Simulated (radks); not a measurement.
Question: The table gives one normalised radial function P(r) = r R(r) of Ni3+ in [Ar] 3d6.5 4s0.5 (r in bohr). Calculated with a radial shooting solver on a logarithmic mesh with Libxc functionals: non-relativistic Kohn-Sham, r2SCAN, spin-polarised, spherical densities, point nucleus; open shells are filled with parallel spins first; meta-GGA in the generalised Kohn-Sham scheme.

| r | P |
|---|---|
| 0.005839 | 0.0077 |
| 0.007604 | 0.0127 |
| 0.009822 | 0.0205 |
| 0.01279 | 0.0334 |
| 0.01665 | 0.0536 |
| 0.02169 | 0.0847 |
| 0.02824 | 0.1311 |
| 0.03648 | 0.1951 |
| 0.0475 | 0.2836 |
| 0.06185 | 0.3931 |
| 0.08053 | 0.5120 |
| 0.1049 | 0.6112 |
| 0.1365 | 0.6418 |
| 0.1764 | 0.5473 |
| 0.2297 | 0.2749 |
| 0.2991 | -0.1663 |
| 0.3894 | -0.6806 |
| 0.5071 | -1.0910 |
| 0.6603 | -1.2313 |
| 0.8529 | -1.0748 |
| 1.111 | -0.7303 |
| 1.446 | -0.3790 |
| 1.883 | -0.1428 |
| 2.452 | -0.0363 |
| 3.193 | -0.0055 |
| 4.124 | -0.0005 |
| 5.37 | 0.0000 |
| 6.993 | 0.0000 |

Which n and l does it have? It may be an empty orbital.

Answer: n = 3, l = 1: the number of nodes gives n - l - 1 = 1, the rise at small r (about r^(l+1)) gives l, and the extent must fit the shell. The curve is that of 3p down; the table hardly tells the two spins apart. 3p down: eigenvalue -113.16 eV, 1 radial node at r = 0.273 bohr, <r> = 0.771 bohr, 90 % of the charge inside 1.18 bohr.
